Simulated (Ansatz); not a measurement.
Al₉⁺, relaxed as a singlet with RKS PBE-D4/def2-SVP in Ansatz, starting from the GFN1-xTB geometry. Force threshold 0.02 eV/Å.

The restricted singlet is unstable towards broken spin symmetry in Hartree–Fock (as tested in another run); at PBE-D4/def2-SVP this wasn't settled. Another isomer (singlet) lies 0.04 eV lower at PBE0-D4/def2-TZVP; other spin states weren't run for this one.

Start:

```csv
atom,x (Å),y (Å),z (Å)
Al1,-0.4663,-2.1574,1.5297
Al2,1.1165,1.3626,-0.6921
Al3,-0.9211,-0.1793,-0.1391
Al4,-1.4232,1.7659,1.8014
Al5,-0.2696,-0.0836,3.1517
Al6,0.7602,-3.0623,-0.6153
Al7,1.2885,0.4359,-3.1924
Al8,0.0412,3.4228,0.6107
Al9,-0.1262,-1.5046,-2.4547
```

```tsv
step	energy (eV)	largest force component (eV/Å)	SCF passes
1	-59314.1120	0.471	37
2	-59314.3936	0.248	31
3	-59314.5721	0.312	30
4	-59314.7514	0.374	28
5	-59314.9649	0.466	28
6	-59315.2350	0.544	28
7	-59315.5056	0.450	25
8	-59315.8205	0.325	31
9	-59315.9543	0.244	31
10 (rejected)	-59315.9529	0.164	24
11	-59315.9736	0.093	25
12 (rejected)	-59315.9561	0.190	24
13	-59315.9754	0.014	26
```

Force components are those of the run's own axes.

End:

```
atom    x (Å)    y (Å)    z (Å)
 Al1  -0.7567  -2.3557   1.6087
 Al2   1.2421   0.4605   0.0143
 Al3  -1.1002  -0.3126  -0.0967
 Al4  -0.9232   2.0127   1.6977
 Al5  -0.0743  -0.1358   2.5982
 Al6   0.8062  -2.4767  -0.3725
 Al7   0.5261   1.2688  -2.4746
 Al8  -0.0680   2.7507  -0.5213
 Al9   0.3480  -1.2117  -2.4539
```

Bonds formed: Al3–Al5, Al3–Al6, Al7–Al8 (atoms count from 1).

No frequencies were taken in this run, so the end may be a saddle point.

Run time 39 s (4 threads of Arm Neoverse V2 on a shared host).
